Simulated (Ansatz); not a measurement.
Z-matrix (Å, degrees):
```
C
Si 1 1.875
H 1 1.092 2 110.3
H 1 1.092 2 110.6 3 -119.7
H 1 1.092 2 110.9 3 120.2
Si 2 2.340 1 110.8 3 58.4
H 2 1.490 1 111.0 3 -61.5
H 2 1.490 1 111.0 3 179.0
F 6 1.607 2 109.5 1 65.6
O 6 1.640 2 106.5 1 -52.7
H 6 1.489 2 116.2 1 -176.0
H 10 0.959 6 118.8 2 -171.1
```

Total charge 0; spin multiplicity 1.

Question: List the PBE0/def2-TZVPP orbital energies in eV (the Gaussian-basis code of Ansatz). (Best estimate.)

Answer: Computed: Occupied: -1803.67, -1802.32, -673.56, -522.98, -277.95, -145.83, -144.69, -100.54, -100.49, -100.45, -99.35, -99.35, -99.33, -32.93, -28.42, -19.77, -16.31, -14.42, -14.16, -12.66, -12.40, -11.69, -11.62, -11.50, -10.27, -9.73, -9.45, -9.34, -7.97. Lowest empty: -0.22, 0.20, 1.20, 1.45, 1.85, 2.22, 2.39, 2.53.
